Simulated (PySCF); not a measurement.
Compounds:

A. SMILES Cl[C@@H](C)/C(=C\O[SiH3])C(Cl)Cl
B. SMILES C=N[Si@H](C(C=C)=C)P
C. SMILES C=CC(=C)/C=N/[SiH2]P

Spectrum 1. 1H NMR (500 MHz, computed): δ 7.35 (s, 1H), 6.66 (s, 1H), 5.47 (q, 1H), 5.10 (s, 3H), 1.58 (d, 3H). 13C{1H} NMR (computed): δ 153.9 (CH), 136.1 (C), 80.3 (CH), 57.3 (CH), 27.9 (CH3).

Spectrum 2. 1H NMR (500 MHz, computed): δ 8.94 (m, 1H), 6.59 (m, 1H), 6.50 (m, 1H), 6.12 (br s, 1H), 5.87 (m, 1H), 5.75 (br s, 1H), 5.68 (m, 2H), 1.23 (m, 2H). 13C{1H} NMR (computed): δ 176.3 (CH), 152.3 (C), 138.4 (CH), 136.7 (CH2), 132.5 (CH2).

Spectrum 3. 1H NMR (500 MHz, computed): δ 8.79 (m, 1H), 8.73 (m, 1H), 6.77 (m, 1H), 6.26 (m, 1H), 5.87 (m, 1H), 5.64 (m, 1H), 5.48 (m, 1H), 5.36 (m, 1H), 1.46 (m, 2H). 13C{1H} NMR (computed): δ 173.7 (CH2), 152.4 (C), 149.4 (CH), 140.1 (CH2), 124.4 (CH2).

Theory: shieldings: GIAO PBE0/pcSseg-1, GFN2-xTB geometry, in PySCF (single conformer, no relativistic terms, isolated molecule, equivalent nuclei averaged).

Shifts are taken against calculated references (same method and geometry level): 1H (σref 31.72) and 13C (σref 186.93) vs TMS. Splittings of carbon signals by F and P are missing where no couplings were computed. Where no couplings were computed, multiplicities follow the n + 1 count of equivalent neighbours, and m marks all less simple cases (inequivalent or close neighbours, rings, F or P nearby). Shifts are as computed. Against solution values, carbons near 30 ppm lie about +3 ppm off and those near 130 ppm about +5 ppm; carbons on Cl a further +6 ppm. Of 1309 compounds with measured shifts, 239 miss one by over three times the rms of a fit or turn the order of signals round; such compounds aren't used in these exercises. Carbons bonded to Cl come out too deshielded.

**Question.** Which spectrum belongs to which compound?

**Answer.** 1–A, 2–C, 3–B.

- Spectrum 1 (A): 5 13C signals; δC 153.9 is an alkene carbon bearing oxygen; δC 80.3 is an allylic sp3 CH bonded to 2 Cl.
- Spectrum 2 (C): 5 13C signals; δC 152.3 is a fully substituted alkene carbon; δC 138.4 is an alkene CH.
- Spectrum 3 (B): 5 13C signals; δC 152.4 is a fully substituted alkene carbon; δC 149.4 is an alkene CH.
